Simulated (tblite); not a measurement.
A tight-binding relaxation on `C#C[SiH2][AsH][SiH2]COC`.

Computed with GFN2-xTB geometry optimisation, gas phase (tblite 0.8.0). Start geometry: from a force field or distance geometry. The input is one job of a driver script: a line of settings, then coordinates in Å.

Command:
```bash
OMP_NUM_THREADS=1 python probes_run.py task.json out
```

Input:
```
{"job": {"kind": "relax", "xc": "GFN2-xTB", "basis": "xTB"}, "charge": 0, "multiplicity": 1}
C     -3.082700     1.079100     2.162400
C     -2.895700     0.950700     0.972700
Si    -2.565500     0.726900    -0.777100
As    -1.649600    -1.273900    -1.337000
Si     0.397100    -1.747400    -0.478200
C      1.683300    -0.413400    -0.682000
O      1.962800     0.020200     0.610300
C      2.921800     1.029400     0.680200
H     -3.252400     1.205100     3.221300
H     -3.919400     0.767600    -1.425900
H     -1.706400     1.818200    -1.265500
H     -2.626300    -2.476400    -1.162700
H      0.286500    -2.100200     0.963700
H      0.949600    -2.965000    -1.149100
H      1.355600     0.450000    -1.267400
H      2.615300    -0.886100    -1.045000
H      3.858400     0.602600     0.225100
H      3.115100     1.357400     1.706800
H      2.542800     1.864500     0.040000
```

Question: Give the output.

Answer: 
```
step      E/eV     max force
  0    -651.45939    2.494
  1    -651.67793    3.285
  2    -651.70296    6.357
  3    -651.95762    1.308
  4    -652.06632    0.989
  5    -652.17600    1.362
  6    -652.20926    0.669
  7    -652.23610    0.430
  8    -652.25330    0.678
  9    -652.27612    0.815
... (258 lines left out)
268    -652.73391    0.026
269    -652.73402    0.031
270    -652.73414    0.026
271    -652.73427    0.030
272    -652.73437    0.026
273    -652.73444    0.023
274    -652.73448    0.021
275    -652.73451    0.014
276    -652.73454    0.014
277    -652.73457    0.010
```

«max force» is the largest atomic force in eV/Å.

Question: From which step on does the largest force stay under 0.1 eV/Å, and how much energy is left to gain from there?

Answer: From step 220 (0.093 eV/Å), 20.6 meV above the end.

Summary of the converged run: energy lowered by 29.4 kcal/mol over 277 steps; largest atomic force 0.010 eV/Å at the end.

Question: Give the final coordinates.

Answer: 1.550 Å rms from the input after alignment:
```
atom  x, y, z in Å
C1    -2.0590   -0.1104    2.4853
C2    -2.0504    0.3857    1.3895
Si3   -1.9814    1.0729   -0.3349
As4   -1.0981   -0.3792   -1.9335
Si5   -0.0181   -1.8633   -0.5400
C6     1.4186   -0.7540    0.0708
O7     1.2875    0.4407   -0.6820
C8     2.2733    1.3990   -0.4062
H9    -2.0810   -0.5271    3.4524
H10   -3.3737    1.4418   -0.6600
H11   -1.1867    2.3104   -0.2449
H12   -2.3678   -1.2030   -2.0091
H13   -0.6806   -2.4345    0.6455
H14    0.5724   -3.0117   -1.2528
H15    2.4038   -1.2003   -0.1061
H16    1.3484   -0.5280    1.1413
H17    2.2413    1.7007    0.6482
H18    2.0679    2.2609   -1.0388
H19    3.2737    1.0086   -0.6320
```

Time: 2.4 s. Hardware: an Arm Neoverse V2 with one thread (shared host).
Labels such as C1 count atoms from 1, the log's own numbers from 0.
